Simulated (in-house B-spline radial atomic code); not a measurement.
Whole-atom quantities along the 23-electron series, configuration 1s2 2s2 2p6 3s2 3p6 3d3/2(4) 3d5/2(1). Breit and QED terms are first order and not part of the total energy; the density at the nucleus is averaged over the nuclear charge. Computed with a B-spline radial code for spherical atoms: Dirac-Hartree-Fock, jj configuration that fills j = l - 1/2 first, finite nuclei.

```tsv
ion	Z	E/Z² (Eh)	Σ<r²> (bohr²)	n(0)/Z³ (bohr⁻³)	Lamb diamagnetic shielding (ppm)	repulsion over attraction	Breit energy (eV)	self-energy (eV)	vacuum polarisation (eV)
Cr+	24	-1.8219	21.561	0.81737	1851.32	0.15628	9.6787	7.0051	-0.56364
Mn2+	25	-1.8505	16.148	0.83193	1953.08	0.15339	11.131	8.0799	-0.66467
Fe3+	26	-1.8779	13.038	0.84731	2054.39	0.15011	12.73	9.2664	-0.7789
Co4+	27	-1.904	10.917	0.8631	2155.61	0.14667	14.484	10.571	-0.90747
Ni5+	28	-1.929	9.3481	0.88019	2256.91	0.1432	16.4	12.001	-1.0516
Cu6+	29	-1.9529	8.1308	0.89654	2358.39	0.13977	18.484	13.562	-1.2125
Zn7+	30	-1.9756	7.1566	0.91424	2460.1	0.13639	20.744	15.261	-1.3916
Ga8+	31	-1.9974	6.3592	0.93228	2562.09	0.1331	23.188	17.106	-1.5902
Ge9+	32	-2.0183	5.6952	0.95086	2664.39	0.12991	25.823	19.104	-1.8099
As10+	33	-2.0383	5.1347	0.97097	2767.04	0.12681	28.657	21.262	-2.0522
Se11+	34	-2.0576	4.6562	0.99155	2870.07	0.12382	31.697	23.589	-2.3187
Br12+	35	-2.076	4.2436	1.0133	2973.49	0.12094	34.952	26.09	-2.6111
Kr13+	36	-2.0938	3.8849	1.0359	3077.32	0.11815	38.428	28.776	-2.9313
Rb14+	37	-2.1109	3.5708	1.0596	3181.61	0.11547	42.135	31.653	-3.2812
Sr15+	38	-2.1275	3.2939	1.0842	3286.35	0.11289	46.079	34.731	-3.6626
Zr17+	40	-2.1589	2.8298	1.1364	3497.32	0.10799	54.713	41.522	-4.5289
Nb18+	41	-2.1738	2.6339	1.1633	3603.59	0.10568	59.418	45.254	-5.0181
Mo19+	42	-2.1883	2.4578	1.1904	3710.41	0.10344	64.395	49.222	-5.5478
Tc20+	43	-2.2024	2.2989	1.221	3817.81	0.10129	69.65	53.436	-6.121
Ru21+	44	-2.2161	2.1548	1.2507	3925.8	0.099213	75.191	57.906	-6.7398
Rh22+	45	-2.2294	2.0238	1.2835	4034.42	0.097208	81.029	62.643	-7.4075
```

With what power of Z does the column «self-energy (eV)» change over this range?

A fit of the logarithm of its size against log Z from Z = 24 to 45 has slope 3.48. One-loop self-energy scales as Z⁴F(Zα), with F falling from low Z to about Z = 90.
